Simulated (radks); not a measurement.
Values are calculated unless marked as measured or tabulated.
Q: The mean radii <r> (bohr) of the occupied orbitals of an atom or ion are listed with their occupations. Level of theory: Dirac Kohn-Sham, PBE, spin-unpolarised, spherical densities, finite nucleus; Fermi nuclear charge, rms radius of each element as measured or else 0.836 A^(1/3) + 0.57 fm (a radial shooting solver on a logarithmic mesh with Libxc functionals).

| orbital | occ. | <r> |
|---|---|---|
| 1s1/2 | 2 | 0.01835 |
| 2s1/2 | 2 | 0.07695 |
| 2p1/2 | 2 | 0.06365 |
| 2p3/2 | 4 | 0.07160 |
| 3s1/2 | 2 | 0.2005 |
| 3p1/2 | 2 | 0.1905 |
| 3p3/2 | 4 | 0.2052 |
| 3d3/2 | 4 | 0.1796 |
| 3d5/2 | 6 | 0.1841 |
| 4s1/2 | 2 | 0.4494 |
| 4p1/2 | 2 | 0.4544 |
| 4p3/2 | 4 | 0.4874 |
| 4d3/2 | 4 | 0.5034 |
| 4d5/2 | 6 | 0.5145 |
| 5s1/2 | 2 | 1.003 |
| 5p1/2 | 0.666667 | 1.067 |
| 4f5/2 | 6 | 0.5767 |
| 4f7/2 | 8 | 0.5838 |
| 5p3/2 | 1.33333 | 1.133 |

Name the element and its charge. Open shells, if any, are shared by 2j + 1.

A: Z = 74, tungsten, charge +10: W10+ in [Kr] 4d10 4f14 5s2 5p2. The 1s radius gives Z: for a bare nucleus <r> = (2 gamma + 1)/(2Z) with gamma = sqrt(1 - (Z/c)^2), 0.01813 bohr for Z = 74, and screening makes it slightly larger (0.01835 here). The occupations add up to 64, and the charge is Z minus that.
